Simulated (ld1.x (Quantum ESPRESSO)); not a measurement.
An all-electron radial function and its pseudo partner (lead)

Columns: radius, all-electron u(r) and pseudo u(r) of the 6p shell (level -17.17 eV) of lead in the configuration [Xe] 4f14 5d10 6s2 6p0; PBE, scalar-relativistic, TM scheme, ld1.x (Quantum ESPRESSO) 7.5.

| r (bohr) | all-electron | pseudo |
| --- | --- | --- |
| 0.100 | -0.1091 | 0.0035 |
| 0.200 | 0.0041 | 0.0136 |
| 0.300 | 0.1996 | 0.0297 |
| 0.400 | 0.1323 | 0.0505 |
| 0.500 | -0.0535 | 0.0746 |
| 0.600 | -0.2183 | 0.1004 |
| 0.700 | -0.3090 | 0.1267 |
| 0.800 | -0.3226 | 0.1527 |
| 0.900 | -0.2767 | 0.1785 |
| 1.000 | -0.1919 | 0.2047 |
| 1.100 | -0.0862 | 0.2324 |
| 1.200 | 0.0270 | 0.2633 |
| 1.300 | 0.1387 | 0.2990 |
| 1.400 | 0.2434 | 0.3407 |
| 1.500 | 0.3378 | 0.3887 |
| 1.600 | 0.4203 | 0.4419 |
| 1.700 | 0.4906 | 0.4971 |
| 1.800 | 0.5487 | 0.5498 |
| 1.900 | 0.5954 | 0.5955 |
| 2.000 | 0.6316 | 0.6316 |
| 2.100 | 0.6580 | 0.6580 |
| 2.200 | 0.6757 | 0.6757 |
| 2.300 | 0.6859 | 0.6859 |
| 2.400 | 0.6893 | 0.6893 |
| 2.500 | 0.6871 | 0.6871 |
| 2.600 | 0.6800 | 0.6800 |

How many radial nodes do the two functions have?

The all-electron 6p function has n − l − 1 = 4 (the table is too coarse to show those close to the nucleus); the pseudo-wave has 0, since the states of the same l below it are removed with the core.

At about which radius was the pseudo-wave matched?

2.00 bohr, where the columns begin to agree (steps of 0.10 bohr).

Where does each function peak?

Outermost all-electron maximum near 2.40 bohr, pseudo maximum near 2.40 bohr (to the table’s step).

Is the pseudo-wave norm-conserving?

Yes: the TM scheme keeps the norm inside the radius equal to the all-electron one, which fixes the energy derivative of the logarithmic derivative at the level.
